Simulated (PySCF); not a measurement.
**Electron correlation in Cr (chromium, neutral)**

[Ar] 3d5 4s1, high-spin 7S determinant. Calculation: PySCF 2.14, in x2c-TZVPPall with one added diffuse shell each of s, p, d, f type (7s6p5d3f1g, 80 functions); scalar relativity by spin-free X2C-1e. Frozen: [Ne]; 14 electrons correlated.

```
  level  correlation energy (mhartree)
   CCSD                        -412.80
    (T)                         -11.00
CCSD(T)                        -423.80
```

Diagnostics: T1 = 0.018, D1 = 0.0592, largest double amplitude 0.022.

Cost of the coupled-cluster step: roughly 40 core-seconds, for 14 correlated electrons.

This basis was not built for core-valence correlation, so the inner-shell part is incomplete.
